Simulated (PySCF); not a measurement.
Al(Cl)2(Me) (CH3AlCl2), SMILES [Cl][Al]([Cl])[CH3].

The structure is a stationary point at B3LYP-D3(BJ)/def2-SVP.

These are PySCF 2.14.0 with B3LYP-D3(BJ)/def2-SVP values and carry that method's errors.

Frequencies are harmonic and unscaled.

A small imaginary wavenumber (i) marks a very flat motion, where grid noise or a shallow saddle decides the sign.

| mode | ν (cm⁻¹) | IR (km/mol) | Raman (Å⁴/amu) | depolarisation | moving atoms (share of kinetic energy) |
|---|---|---|---|---|---|
| 1 | 10i | 0.0 | 0.1 | 0.75 | H 98 % |
| 2 | 156 | 4.5 | 2.4 | 0.75 | Cl 39 %, C 30 %, H 22 %, Al 10 % |
| 3 | 158 | 8.0 | 2.7 | 0.74 | Cl 62 %, Al 15 %, C 15 % |
| 4 | 189 | 19.0 | 0.0 | – | Al 66 %, H 16 %, Cl 12 % |
| 5 | 420 | 17.9 | 16.4 | 0.09 | Cl 62 %, C 23 %, Al 9 % |
| 6 | 577 | 85.3 | 2.9 | 0.75 | Al 51 %, Cl 33 %, H 13 % |
| 7 | 656 | 47.0 | 0.6 | 0.57 | H 74 %, C 18 % |
| 8 | 698 | 87.8 | 5.0 | 0.22 | Al 47 %, C 34 %, H 16 % |
| 9 | 724 | 134.5 | 0.1 | 0.31 | H 64 %, C 18 %, Al 16 % |
| 10 | 1220 | 16.5 | 3.0 | 0.01 | H 79 %, C 20 % |
| 11 | 1423 | 1.4 | 11.7 | 0.75 | H 96 % |
| 12 | 1426 | 2.7 | 8.7 | 0.74 | H 95 % |
| 13 | 3026 | 0.9 | 133.6 | 0.01 | H 97 % |
| 14 | 3111 | 1.9 | 94.7 | 0.72 | H 91 %, C 9 % |
| 15 | 3135 | 2.2 | 93.9 | 0.75 | H 91 %, C 9 % |
